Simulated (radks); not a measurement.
Species: the europium ion Eu48+. Configuration: [He] 2s2 2p5 3s2 3p3 3d1 (not the ground configuration). All-electron calculation, Dirac Kohn-Sham, LDA (Slater exchange, Perdew-Wang correlation), spin-unpolarised, spherical densities, finite nucleus; open shells are shared between the two j in proportion to 2j + 1; Fermi nuclear charge, rms radius 5.1115 fm. Program: a radial shooting solver on a logarithmic mesh with Libxc functionals. Some entries of the table are withheld. Estimate them.

| orbital | occ. | eigenvalue (Ry) | r(max) (bohr) |
|---|---|---|---|
| 1s1/2 | 2 | -3806.373 | 0.01421 |
| 2s1/2 | 2 | (1) | (2) |
| 2p1/2 | 1.66667 | -797.3291 | 0.06037 |
| 2p3/2 | 3.33333 | -747.8203 | 0.06595 |
| 3s1/2 | 2 | -324.4896 | 0.2149 |
| 3p1/2 | 1 | (3) | 0.2004 |
| 3p3/2 | 2 | (4) | 0.2104 |
| 3d3/2 | 0.4 | (5) | 0.1620 |
| 3d5/2 | 0.6 | (6) | 0.1648 |
| 4s1/2 | 0 | -171.1219 | 0.4274 |
| 4p1/2 | 0 | -167.1017 | 0.4172 |
| 4p3/2 | 0 | -162.1434 | 0.4316 |
| 4d3/2 | 0 | -156.6678 | 0.3998 |
| 4d5/2 | 0 | -155.4233 | 0.4039 |
| 4f5/2 | 0 | -150.8453 | 0.3121 |
| 4f7/2 | 0 | -150.3569 | 0.3139 |

Answer. 
(1) 2s1/2 eigenvalue (Ry): -822.1647
(2) 2s1/2 r(max) (bohr): 0.08003
(3) 3p1/2 eigenvalue (Ry): -315.1400
(4) 3p3/2 eigenvalue (Ry): -302.3966
(5) 3d3/2 eigenvalue (Ry): -289.0413
(6) 3d5/2 eigenvalue (Ry): -285.9185
